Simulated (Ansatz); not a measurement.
`[AlH2][SiH2][GeH3]` + `CC(C)N` → `CC(C)[NH][AlH2]` + `[SiH3][GeH3]` at 400 K and 1 bar (cleavage of the Al–Si bond).

Computed with Ansatz on PBE0-D4/def2-TZVP structures; ΔE is electronic, products minus reactants. CCSD(T)/CBS adds triple-zeta CCSD(T) − MP2 to the extrapolated MP2 energy (def2 sets, frozen cores). For Ge outer-core shells are correlated without core-valence functions, which leaves a few kJ/mol of doubt a bond. Scalar relativity is left out up to krypton. One conformer a species, not always the lowest.

```
             species  CCSD(T)/CBS energy (Eh)  H − E (kJ/mol)  S (J/(mol·K))
`[AlH2][SiH2][GeH3]`              -2611.38547           176.2          411.2
            `CC(C)N`               -174.28253           345.1          329.2
   `CC(C)[NH][AlH2]`               -416.91948           362.8          392.9
      `[SiH3][GeH3]`              -2368.78170           150.2          319.5
```

H − E and S are ideal-gas, rigid-rotor, harmonic terms from PBE0-D4/def2-TZVP, for one conformer and one mirror image of each species. 1 Eh = 2625.50 kJ/mol, R = 8.31446 J/(mol·K).

Problem. By hand: ΔE, ΔH, ΔS and ΔG.

Solution. ΔE = (-416.91948) + (-2368.78170) − (-2611.38547) − (-174.28253) = -0.03318 Eh = -87.1 kJ/mol. Δ(H − E) = 362.8 + 150.2 − 176.2 − 345.1 = -8.3, so ΔH = -95.4 kJ/mol. ΔS = 392.9 + 319.5 − 411.2 − 329.2 = -28.0 J/(mol·K). ΔG = -95.4 − 400 × (-28.0)/1000 = -84.2 kJ/mol.

Problem. By hand: the equilibrium constant, and the temperature at which ΔG would vanish if ΔH and ΔS stayed fixed.

Solution. log₁₀ K = −ΔG/(RT ln 10) = 11.0. ΔG = 0 at ΔH/ΔS = 3407 K, far beyond where these terms or the molecules hold.

ΔH outweighs TΔS. A doubt of 5 kJ/mol in ΔE shifts log₁₀ K by 0.7 here. Other conformers and mirror images would add mixing entropy, several J/(mol·K) or more a flexible species. Modes under 60 cm⁻¹, often nearly free rotors, make the harmonic entropy too high. These are equilibria of isolated gas molecules and say nothing of rates. Largest T1 diagnostic: 0.012 (customary marks: 0.02 for closed shells, 0.045 for open ones).
